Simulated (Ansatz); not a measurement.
`[BH2][GeH2][Cl]` + H–F → `[F][GeH2][Cl]` + BH₃ at 600 K and 1 bar (cleavage of the Ge–B bond).

Gas-phase electronic energies from Ansatz, PBE0-D4/def2-TZVP geometries. CCSD(T)/CBS is the MP2 limit (def2-TZVPP, def2-QZVPP) plus CCSD(T) − MP2 in def2-TZVPP, frozen cores. This one scheme is used for every species. For Ge outer-core shells are correlated without core-valence functions, which leaves a few kJ/mol of doubt a bond. Scalar relativity is left out up to krypton.

```json
{"species": "`[BH2][GeH2][Cl]`", "CCSD(T)/CBS energy (Eh)": "-2563.08808", "H − E (kJ/mol)": "143.6", "S (J/(mol·K))": "385.7"}
{"species": "H–F", "CCSD(T)/CBS energy (Eh)": "-100.39570", "H − E (kJ/mol)": "42.3", "S (J/(mol·K))": "194.0"}
{"species": "`[F][GeH2][Cl]`", "CCSD(T)/CBS energy (Eh)": "-2636.95386", "H − E (kJ/mol)": "88.0", "S (J/(mol·K))": "347.0"}
{"species": "BH₃", "CCSD(T)/CBS energy (Eh)": "-26.55200", "H − E (kJ/mol)": "91.5", "S (J/(mol·K))": "217.3"}
```

H − E and S are ideal-gas, rigid-rotor, harmonic terms from PBE0-D4/def2-TZVP. 1 Eh = 2625.50 kJ/mol, R = 8.31446 J/(mol·K).

Question: By hand: ΔE, ΔH, ΔS and ΔG.

Answer: ΔE = (-2636.95386) + (-26.55200) − (-2563.08808) − (-100.39570) = -0.02208 Eh = -58.0 kJ/mol. Δ(H − E) = 88.0 + 91.5 − 143.6 − 42.3 = -6.4, so ΔH = -64.4 kJ/mol. ΔS = 347.0 + 217.3 − 385.7 − 194.0 = -15.4 J/(mol·K). ΔG = -64.4 − 600 × (-15.4)/1000 = -55.2 kJ/mol.

Question: By hand: the equilibrium constant, and the temperature at which ΔG would vanish if ΔH and ΔS stayed fixed.

Answer: log₁₀ K = −ΔG/(RT ln 10) = 4.8. ΔG = 0 at ΔH/ΔS = 4182 K, far beyond where these terms or the molecules hold.

ΔH outweighs TΔS. A doubt of 5 kJ/mol in ΔE shifts log₁₀ K by 0.4 here. These are equilibria of isolated gas molecules and say nothing of rates. Largest T1 diagnostic: 0.011 (customary marks: 0.02 for closed shells, 0.045 for open ones).
